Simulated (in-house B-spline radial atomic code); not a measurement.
How numerical settings move a run on the sulfur ion S²⁺, [Ne] 3s2 3p2. Computed with an all-electron radial atomic-structure program (B-spline basis): Dirac-Kohn-Sham BLYP, spherical fractional occupations, Fermi nucleus of rms radius 3.2611 fm.

Command:
```bash
python run_scf.py task.json out
```
Settings of the sound reference run:
```
Z                16
electrons        14
configuration    [Ne] 3s2 3p2
hamiltonian      dirac
method           b88,lyp
spin_polarised   False
nucleus          fermi
rms_radius       3.2611
mass_number      32
atomic_mass      31.97207
speed_of_light   137.036
knot_spacing     0.22
spline_order     8
gauss_points     12
box_radius       22.22
max_iterations   70
damping          0.5
damped_steps     3
diis_vectors     10
tolerance        1e-08
start            Thomas-Fermi
```

Run time, properties included: 1.3 s on 1 thread of Arm Neoverse N1, with other jobs on the host.

It converges in 9 iterations to -397.991266 hartree, with 3p3/2 at -27.8024 eV. The other runs change the listed settings, some to values that make no sense; their results aren't properties of the atom or ion. Radii are in bohr (the nuclear one in fm), a minus after a letter asks for a j subshell, and «unchanged» means within 1e-8 hartree. The run stops when the residual is below 10 × tolerance × max(1, Z/10), or a noise floor if that is larger, and the energy moves by less than 1e-8 × √|E| hartree; so very loose and very tight tolerances often act alike.

```tsv
changed settings	outcome
first_knot = 0.0625	converged in 9 iterations, energy +5.65e-02 hartree from the reference, 3p3/2 level +1.1e-02 eV
electrons = 17, configuration = [Ne] 3s2 3p2 4s3, max_iterations = 75	stopped with error: shell 4s holds at most 2 electrons
diis_vectors = 1	converged in 20 iterations, energy unchanged, 3p3/2 level +3.0e-06 eV
diis_vectors = 2	converged in 11 iterations, energy unchanged, 3p3/2 level -8.1e-07 eV
first_knot = 6.25e-05, max_iterations = 75, damping = 0.8, diis_vectors = 20	converged in 9 iterations, energy +3.52e-07 hartree from the reference, 3p3/2 level +6.8e-06 eV
first_knot = 0.00625	converged in 9 iterations, energy +5.18e-05 hartree from the reference, 3p3/2 level +5.3e-05 eV
first_knot = 6.25e-06	converged in 10 iterations, energy +1.09e-07 hartree from the reference
damping = 0.8	converged in 9 iterations, energy unchanged, 3p3/2 level -6.8e-07 eV
first_knot = 0.0187	converged in 9 iterations, energy +3.61e-03 hartree from the reference, 3p3/2 level +4.4e-04 eV
damping = 0.2	converged in 8 iterations, energy unchanged, 3p3/2 level -1.8e-06 eV
first_knot = 6.25e-05	converged in 9 iterations, energy +3.52e-07 hartree from the reference, 3p3/2 level +7.6e-06 eV
first_knot = 0.000625	converged in 9 iterations, energy +3.83e-05 hartree from the reference
max_iterations = 100, damped_steps = 0, diis_vectors = 0	converged in 18 iterations, energy unchanged, 3p3/2 level +3.0e-07 eV
damping = 0.95	converged in 9 iterations, energy unchanged, 3p3/2 level -2.8e-07 eV
```

**Question.** What happens with method = scan,scan?

**Answer.** Stopped with error: meta-GGAs are not served with the Dirac Hamiltonian.

**Question.** What happens with electrons = 19, configuration = [Ne] 3s2 3p7, max_iterations = 75?

**Answer.** Stopped with error: shell 3p holds at most 6 electrons.

**Question.** What happens with first_knot = 0.188?

**Answer.** Converged in 9 iterations, energy +8.35e-01 hartree from the reference, 3p3/2 level +2.4e-01 eV.

**Question.** What happens with damping = 0?

**Answer.** Converged in 9 iterations, energy unchanged.
